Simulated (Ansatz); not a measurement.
Ansatz results at the PBE0-D4/def2-TZVP geometry: HOMO energy (ωB97M-V/def2-TZVPP) -11.79 eV; HOMO energy (PBE0/def2-TZVPP) -9.47 eV; size of the dipole moment (ωB97M-V/def2-TZVPP) 2.16 D.

Each molecule was computed in one conformer, which needn't be the lowest.

Which molecule gave them?
A. `CCO[Si](C)(OCC)OCC`
B. `O[Si](O)(O)F`
C. `O[Si](O)(F)Cl`
D. `FC(F)(F)CO[Si](Cl)(Cl)OCC(F)(F)F`

C. The others give `FC(F)(F)CO[Si](Cl)(Cl)OCC(F)(F)F`: -11.79, -9.44, 0.92; `CCO[Si](C)(OCC)OCC`: -10.21, -7.86, 1.25; `O[Si](O)(O)F`: -12.27, -9.77, 0.56.
